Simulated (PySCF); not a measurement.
PySCF input for C3H9BO, SMILES B(C)(O)CC, PBE-D3(BJ)/def2-SVP. Geometry: PBE-D3(BJ)/def2-SVP. One conformer was computed; it need not be the lowest.

```python
import numpy as np
from pyscf import gto, scf, dft, df
from pyscf.hessian import thermo

mol = gto.M(
    atom='''
    B     0.01002423    0.40638499    0.45056714
    C    -1.27975471   -0.28109111    1.06414008
    H    -1.10369111   -1.37322961    1.17785036
    H    -2.14052924   -0.19504516    0.36655643
    H    -1.59767864    0.11430121    2.05171455
    C     0.54826140    0.07202358   -1.00316860
    C     0.18018552   -1.29863842   -1.58388664
    H     1.64755033    0.23701437   -1.03005429
    H     0.13463790    0.87700278   -1.65865539
    H    -0.91876344   -1.45086938   -1.61718391
    H     0.59944099   -2.12635852   -0.97396581
    H     0.55861075   -1.43410458   -2.61807108
    O     0.72023506    1.35282447    1.14669607
    H     0.31626755    1.54300381    2.01289575
    ''',
    basis='def2-SVP',
    charge=0,
    spin=0,
    max_memory=1600,
    verbose=3,
)
mf = dft.RKS(mol, xc='pbe').density_fit(auxbasis='def2-universal-jkfit')
mf.disp = 'd3bj'
mf.grids.level = 3
mf.conv_tol = 1e-11
mf.max_cycle = 100
mf.kernel()

# [left out here: the lines that compute and print the analytic Hessian (its translational invariance restored by hand, since the grid's response is missing), thermochemistry and intensities]
```

Log of the run:

```
converged SCF energy = -219.426931685324

WARN: DFTD3 does not support analytical Hessian, using finite difference


WARN: Mole.unit (angstrom) is changed to Bohr

Mode                                 0                   1                   2
Irrep
Freq [cm^-1]                       42.4466            119.5025            195.8835
Reduced mass [au]                   2.0109              1.0359              2.0573
Force const [Dyne/A]                0.0021              0.0087              0.0465
Char temp [K]                      61.0711            171.9375            281.8327
Normal mode                   x     y     z       x     y     z       x     y     z
       0   B                 0.02 -0.01  0.01    0.01 -0.01  0.01    0.01  0.05 -0.04
       1   C                 0.05 -0.05  0.02    0.00 -0.00  0.01    0.05 -0.06 -0.10
       2   H                 0.07 -0.05 -0.01   -0.29 -0.10 -0.51    0.12 -0.06 -0.19
       3   H                 0.04 -0.06  0.02   -0.11  0.55  0.20    0.05 -0.07 -0.10
       4   H                 0.04 -0.08  0.02    0.28 -0.33  0.23    0.01 -0.17 -0.07
       5   C                 0.09 -0.06  0.05   -0.00 -0.01  0.00   -0.01  0.06 -0.05
       6   C                -0.09  0.03 -0.04    0.02 -0.01  0.01   -0.06 -0.00  0.12
       7   H                 0.13 -0.25  0.17   -0.00  0.01 -0.00   -0.01  0.03 -0.08
       8   H                 0.32  0.05  0.04   -0.02 -0.01  0.00   -0.02  0.00 -0.11
       9   H                -0.11  0.23 -0.17    0.02 -0.03  0.01   -0.07  0.12 -0.02
      10   H                -0.31 -0.07 -0.03    0.03 -0.01  0.01   -0.25  0.06  0.34
      11   H                 0.00  0.00 -0.01    0.02 -0.01  0.01    0.09 -0.23  0.21
      12   O                -0.06  0.08 -0.02   -0.02  0.02 -0.02    0.01 -0.01  0.04
      13   H                -0.09  0.10 -0.04   -0.00  0.01 -0.01    0.02 -0.09  0.06
Mode                                 3                   4                   5
Irrep
Freq [cm^-1]                      217.5927            351.6885            379.7575
Reduced mass [au]                   1.3029              1.8953              2.6215
Force const [Dyne/A]                0.0363              0.1381              0.2227
Char temp [K]                     313.0674            506.0014            546.3865
Normal mode                   x     y     z       x     y     z       x     y     z
       0   B                 0.05 -0.00  0.01   -0.06  0.03 -0.11   -0.10  0.02  0.01
       1   C                 0.02 -0.02 -0.08    0.01  0.03  0.06   -0.07 -0.06 -0.00
       2   H                 0.00 -0.02 -0.11    0.07  0.05  0.11    0.07 -0.05 -0.10
       3   H                 0.07  0.01 -0.15   -0.17 -0.03  0.28   -0.08 -0.12 -0.00
       4   H                -0.06 -0.05 -0.10    0.26  0.09  0.12   -0.12 -0.19  0.03
       5   C                 0.04 -0.02  0.01    0.07  0.03 -0.07    0.00  0.03  0.07
       6   C                -0.06 -0.00  0.04    0.00  0.01  0.03    0.02  0.06  0.05
       7   H                 0.04 -0.04 -0.07    0.10 -0.11  0.11    0.02 -0.06  0.28
       8   H                 0.01 -0.00  0.05    0.28  0.03 -0.19    0.19  0.07  0.00
       9   H                -0.06 -0.12  0.50   -0.00  0.01  0.21    0.02  0.01  0.13
      10   H                 0.29 -0.01 -0.21    0.09  0.05  0.02    0.09  0.06  0.01
      11   H                -0.49  0.13 -0.13   -0.15 -0.05 -0.02   -0.06  0.09  0.02
      12   O                -0.02  0.03  0.03   -0.06 -0.07  0.02    0.08 -0.03 -0.11
      13   H                -0.07  0.03  0.01   -0.09 -0.19  0.03    0.25  0.11 -0.06
Mode                                 6                   7                   8
Irrep
Freq [cm^-1]                      437.6544            579.4268            677.3559
Reduced mass [au]                   2.3605              1.1524              2.0278
Force const [Dyne/A]                0.2664              0.2279              0.5482
Char temp [K]                     629.6873            833.6661            974.5643
Normal mode                   x     y     z       x     y     z       x     y     z
       0   B                -0.06  0.15 -0.01   -0.01 -0.00 -0.02    0.02  0.00  0.04
       1   C                 0.02  0.02 -0.02   -0.02  0.03 -0.03   -0.09 -0.06  0.06
       2   H                 0.33  0.05 -0.20    0.25  0.06 -0.07   -0.18 -0.08  0.06
       3   H                -0.06 -0.13  0.05   -0.19 -0.15  0.17   -0.02 -0.01 -0.02
       4   H                 0.01 -0.22  0.07    0.16 -0.09  0.08   -0.19 -0.08  0.04
       5   C                -0.05 -0.06  0.01    0.04 -0.02  0.04    0.02  0.04 -0.12
       6   C                 0.00 -0.07 -0.06   -0.00  0.02  0.02   -0.00 -0.03 -0.04
       7   H                -0.04 -0.14  0.10    0.00  0.19 -0.17    0.05 -0.10 -0.06
       8   H                 0.10 -0.07 -0.11   -0.25 -0.05  0.18    0.18  0.06 -0.19
       9   H                 0.01 -0.16 -0.11   -0.02  0.14  0.01   -0.00 -0.07  0.05
[...]
       6   C                 0.01  0.00 -0.02   -0.00 -0.01  0.04   -0.04  0.01 -0.00
       7   H                 0.01 -0.07 -0.10   -0.01 -0.03 -0.09   -0.01 -0.08 -0.04
       8   H                 0.01 -0.00 -0.02    0.03 -0.05 -0.06    0.00  0.03  0.01
       9   H                 0.02 -0.15  0.26   -0.03  0.29 -0.52   -0.07  0.30  0.29
      10   H                -0.24 -0.09  0.03    0.44  0.16 -0.05    0.29 -0.18 -0.46
      11   H                 0.13  0.11  0.02   -0.32 -0.27 -0.07    0.49 -0.37  0.23
      12   O                 0.03  0.04  0.03    0.01  0.02  0.02    0.00  0.00  0.00
      13   H                 0.05  0.06  0.04    0.04  0.04  0.02    0.01  0.01  0.00
Mode                                27                  28                  29
Irrep
Freq [cm^-1]                     2936.1451           2957.2018           2962.2570
Reduced mass [au]                   1.0683              1.0391              1.0373
Force const [Dyne/A]                5.4262              5.3538              5.3627
Char temp [K]                    4224.4591           4254.7549           4262.0283
Normal mode                   x     y     z       x     y     z       x     y     z
       0   B                 0.00 -0.00 -0.00   -0.00 -0.00  0.00    0.00 -0.00 -0.00
       1   C                -0.00  0.00  0.00    0.04  0.03 -0.02    0.00  0.00 -0.00
       2   H                -0.00  0.01 -0.00    0.10 -0.56  0.05    0.01 -0.04  0.00
       3   H                 0.02 -0.00  0.01   -0.41  0.05 -0.34   -0.03  0.00 -0.03
       4   H                 0.01 -0.01 -0.02   -0.16  0.22  0.52   -0.01  0.02  0.04
       5   C                 0.00 -0.06  0.04    0.00 -0.00  0.00    0.00 -0.00  0.00
       6   C                -0.00  0.00 -0.00   -0.00 -0.00 -0.00    0.01  0.05  0.02
       7   H                 0.31  0.03  0.01    0.00  0.00 -0.00   -0.00  0.00  0.00
       8   H                -0.34  0.64 -0.54   -0.01  0.02 -0.02   -0.01  0.01 -0.01
       9   H                 0.02  0.00 -0.00    0.05  0.01  0.00   -0.55 -0.06 -0.01
      10   H                 0.01 -0.03  0.02   -0.02  0.03 -0.02    0.23 -0.43  0.33
      11   H                -0.02  0.01  0.05   -0.02  0.00  0.04    0.19 -0.05 -0.51
      12   O                -0.00  0.00  0.00    0.00  0.00 -0.00   -0.00  0.00  0.00
      13   H                 0.00 -0.00 -0.00   -0.00  0.00  0.00    0.00  0.00  0.00
Mode                                30                  31                  32
Irrep
Freq [cm^-1]                     3002.4253           3039.4327           3042.6676
Reduced mass [au]                   1.0921              1.0969              1.1027
Force const [Dyne/A]                5.8006              5.9704              6.0145
Char temp [K]                    4319.8215           4373.0669           4377.7212
Normal mode                   x     y     z       x     y     z       x     y     z
       0   B                 0.00  0.00  0.00   -0.00  0.00 -0.00    0.00 -0.00 -0.00
       1   C                -0.00  0.00 -0.00   -0.05  0.07 -0.02    0.01 -0.01  0.00
       2   H                -0.00  0.00 -0.00    0.10 -0.71  0.07   -0.02  0.11 -0.01
       3   H                 0.01 -0.00  0.01    0.44 -0.03  0.36   -0.06  0.00 -0.05
       4   H                 0.00 -0.00 -0.00    0.05 -0.06 -0.18   -0.01  0.01  0.03
       5   C                 0.08 -0.01  0.01   -0.00 -0.00  0.00    0.01 -0.00  0.00
       6   C                -0.02  0.00 -0.00   -0.00 -0.00  0.01    0.02 -0.04  0.08
       7   H                -0.88 -0.12  0.03    0.00  0.00 -0.00   -0.06 -0.01  0.00
       8   H                -0.09  0.21 -0.18   -0.00  0.00 -0.00   -0.03  0.06 -0.05
       9   H                 0.17  0.02  0.00    0.01  0.00  0.00   -0.15 -0.03  0.01
      10   H                 0.04 -0.08  0.06   -0.04  0.07 -0.05   -0.27  0.52 -0.38
      11   H                 0.01 -0.00 -0.04    0.04 -0.01 -0.11    0.22 -0.07 -0.55
      12   O                -0.00 -0.00 -0.00   -0.00 -0.00 -0.00    0.00  0.00 -0.00
      13   H                -0.00  0.00 -0.00   -0.00 -0.00 -0.00   -0.00 -0.00  0.00
Mode                                33                  34                  35
Irrep
Freq [cm^-1]                     3046.3274           3050.0268           3717.8921
Reduced mass [au]                   1.1022              1.1023              1.0655
Force const [Dyne/A]                6.0267              6.0416              8.6772
Char temp [K]                    4382.9869           4388.3095           5349.2190
Normal mode                   x     y     z       x     y     z       x     y     z
       0   B                 0.00 -0.00 -0.00    0.00  0.00  0.00    0.00  0.00 -0.00
       1   C                -0.01 -0.01 -0.02    0.01  0.04  0.08   -0.00  0.00  0.00
       2   H                -0.01  0.02 -0.01    0.04 -0.23  0.04    0.00  0.00 -0.00
       3   H                 0.13 -0.01  0.10   -0.41  0.05 -0.32    0.00  0.00 -0.00
       4   H                -0.05  0.07  0.16    0.21 -0.25 -0.63   -0.00 -0.00 -0.00
       5   C                 0.02 -0.00  0.00    0.00 -0.00  0.00   -0.00 -0.00  0.00
       6   C                 0.08 -0.01 -0.02    0.02 -0.00 -0.01    0.00  0.00 -0.00
       7   H                -0.17 -0.03  0.00   -0.05 -0.01  0.00    0.00  0.00  0.00
       8   H                -0.02  0.04 -0.03   -0.01  0.01 -0.01   -0.00  0.00 -0.00
       9   H                -0.72 -0.09 -0.02   -0.19 -0.03 -0.01   -0.00 -0.00 -0.00
      10   H                -0.08  0.17 -0.14   -0.02  0.05 -0.04    0.00 -0.00  0.00
      11   H                -0.15  0.05  0.45   -0.04  0.01  0.11   -0.00 -0.00  0.00
      12   O                -0.00  0.00  0.00   -0.00 -0.00 -0.00    0.02 -0.01 -0.05
      13   H                 0.00  0.00  0.00   -0.00 -0.00 -0.00   -0.39  0.20  0.86
temperature 298.1500 [K]
pressure 101325.00 [Pa]
Rotational constants [GHz] 7.13221 3.38498 2.43419
Symmetry number 1
Zero-point energy (ZPE) 0.11763 [Eh]   308830.435 [J/mol]
                           tot       elec      trans        rot        vib
Entropy [J/mol/K]       345.171      0.000    162.068    109.227     73.876
Cv [J/mol/K]            105.406      0.000     12.472     12.472     80.463
Cp [J/mol/K]            113.721      0.000     20.786     12.472     80.463
Internal energy [J/mol]                      3718.434   3718.434 320510.728
Internal energy [Eh]   -219.30202  -219.42693
Enthalpy [J/mol]                             6197.391   3718.434 320510.728
Enthalpy [Eh]          -219.30108
Gibbs free energy [J/mol]                  -42123.234 -28847.701 298484.609
Gibbs free energy [Eh] -219.34028
mode   freq/cm-1   IR/(km/mol)
   1       42.45         0.060
   2      119.50         0.467
   3      195.88         0.623
   4      217.59         0.255
   5      351.69         1.710
   6      379.76         9.856
   7      437.65         1.026
   8      579.43        52.940
   9      677.36        16.680
  10      680.22        10.387
  11      814.05         1.261
  12      836.78        35.018
  13      927.58        55.165
  14      962.64        20.021
  15      976.72        46.787
  16     1045.80         4.659
  17     1174.56        33.134
  18     1206.73         4.947
  19     1230.61        17.811
  20     1304.22       178.172
  21     1343.82        41.603
  22     1352.65        86.927
  23     1367.55         3.088
  24     1382.29         5.564
  25     1409.19        39.674
  26     1429.84        19.647
  27     1431.48         6.475
  28     2936.15        16.842
  29     2957.20         4.719
  30     2962.26        31.837
  31     3002.43         8.962
  32     3039.43         6.043
  33     3042.67        27.752
  34     3046.33        37.990
  35     3050.03        20.505
  36     3717.89        25.968
max |gradient| / (hartree/bohr): 7.125548915495737e-05
APT charges: [ 0.8762 -0.2725  0.0319  0.0305 -0.0241 -0.2074  0.0958 -0.02   -0.0138
 -0.0221 -0.0248 -0.0359 -0.6702  0.2563]
```

The calculation finished and met its thresholds.

Cost: very roughly 2.1 core-minutes.
